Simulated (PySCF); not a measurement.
B2PLYP on Si (silicon, neutral), [Ne] 3s2 3p1 3d1, one real determinant (an excited configuration). Computed with PySCF 2.14 in aug-cc-pVDZ-DK (5s4p2d, 27 functions), with the spin-free X2C one-electron Hamiltonian (Gaussian nucleus).

```
cycle= 1 E= -289.570801627713  delta_E= -0.00226  |g|= 0.00915  |ddm|= 0.193
cycle= 2 E= -289.570918073206  delta_E= -0.000116  |g|= 0.00262  |ddm|= 0.0255
cycle= 3 E= -289.570928934677  delta_E= -1.09e-05  |g|= 0.000146  |ddm|= 0.0115
cycle= 4 E= -289.57092898991  delta_E= -5.52e-08  |g|= 3.29e-05  |ddm|= 0.00126
cycle= 5 E= -289.570928992602  delta_E= -2.69e-09  |g|= 3.57e-06  |ddm|= 0.000318
cycle= 6 E= -289.57092899263  delta_E= -2.81e-11  |g|= 2.94e-07  |ddm|= 3.88e-05
converged SCF energy = -289.57092899263  <S^2> = 2.0046784  2S+1 = 3.0031173
```

Highest occupied orbital energy: 0.468 eV; ⟨L²⟩ = 8.01; populations by l: s 6.00, p 7.00, d 1.00.

Task: Can this result be used?

Result: Not for this state. The run converged. The log shows the SCF part alone; with the PT2 term the energy is -289.5883 hartree. ⟨L²⟩ = 8.01 against 12 for a pure F term, so this real determinant mixes terms. The outer electron is Rydberg-like, and this basis confines it to a smaller radius and binds it less than a complete one would. At B2PLYP the highest occupied level has a positive energy, so only the finite basis holds that electron; for this excited configuration the basis is too tight for the outer shell.
